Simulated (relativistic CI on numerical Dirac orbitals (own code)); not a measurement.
## Ti⁴⁺ in a cubic cluster: L2,3 absorption with charge transfer

Computed with a charge-transfer multiplet model of a cubic metal-ligand cluster with up to 2 ligand holes, Slater and spin-orbit integrals from Dirac-Coulomb-Breit ions, Slater integrals scaled by 0.7. The parameters are those of a tetrahedral site (10Dq negative, t2 hopping the larger). The ground state mixes d0 with configurations of k ligand holes L, whose averages lie at kΔ + k(k − 1)U_dd/2; a core hole lowers each added d electron by U_cd. 300 K, Lorentzian 0.4 eV and Gaussian 0.3 eV FWHM.

Atomic integrals in eV (Slater integrals scaled, ζ unscaled), ground: F2dd 5.756, F4dd 3.579, zeta_d 0.013; with the core hole: F2dd 5.756, F4dd 3.579, zeta_d 0.032, zeta_core 3.741, F2cd 4.433, G1cd 3.312, G3cd 1.881. Where a configuration has fewer than two d electrons, the dd integrals are those of d2.

Cluster parameters (eV): U_dd = 5.6, U_cd = 6.5, 10Dq = -0.15, 10Dq(ligand) = 0, V(eg) = 1.68, V(t2g) = -2.85, final-state hopping factor = 1.

```tsv
Case	n_d	d0	d1L	d2L2	S
Δ = 0.6 eV	0.91	0.27	0.54	0.18	0.00
Δ = 3.6 eV	0.71	0.40	0.48	0.11	0.00
Δ = 4.6 eV	0.64	0.45	0.45	0.09	0.00
```

Weights, n_d and S are thermal averages at 300 K. Photon energies count from the first peak over 30 % of the highest in each spectrum, which can be another peak from case to case. The parameters are a model scan and need not match a compound or its usual spin state. Peaks in eV (height, largest 100):
- Δ = 0.6 eV: 0.0 (100), 4.9 (45), 5.7 (67)
- Δ = 3.6 eV: 0.0 (100), 3.4 (11), 5.0 (85)
- Δ = 4.6 eV: 0.0 (93), 3.5 (10), 5.1 (100)

Curve for Δ = 3.6 eV (points under 2 left out, the grid thinned):

(E (eV), Intensity): (-3.0, 2.1), (-2.8, 2.2), (-2.5, 2.5), (-2.2, 4.4), (-2.0, 4.0), (-1.8, 3.3), (-1.5, 4.2), (-1.2, 5.3), (-1.0, 6.3), (-0.8, 9.1), (-0.5, 22.7), (-0.2, 74.6), (0.0, 100.0), (0.2, 64.0), (0.5, 19.2), (0.8, 8.1), (1.0, 5.5), (1.2, 4.0), (1.5, 2.9), (1.8, 2.4), (2.0, 2.3), (2.2, 2.2), (2.5, 2.4), (2.8, 3.2), (3.0, 4.7), (3.2, 7.9), (3.5, 10.4), (3.8, 8.8), (4.0, 10.7), (4.2, 16.4), (4.5, 38.2), (4.8, 76.8), (5.0, 84.8), (5.2, 71.2), (5.5, 46.6), (5.8, 28.9), (6.0, 23.4), (6.2, 20.3), (6.5, 16.1), (6.8, 8.3), (7.0, 5.7), (7.2, 4.6), (7.5, 3.4), (7.8, 2.7), (8.0, 2.2)

A d0 ion has no d-d gap: its lowest excitations are ligand-to-metal charge transfer. With the core hole the configuration with one ligand hole lies at Δ + U_dd − U_cd = -0.3, 2.7, 3.7 eV from the one without, in the order of the table; where this is negative the screened configuration lies lower, though the effective hopping of about 7.4 eV (from the holes of the mixed ground state) mixes the two strongly wherever it is as large as the gap.

With at most 2 ligand holes the space is cut while the next configuration still counts, so covalency is underestimated, and a final configuration with one more ligand hole, which can lie low, is missing from the spectra.
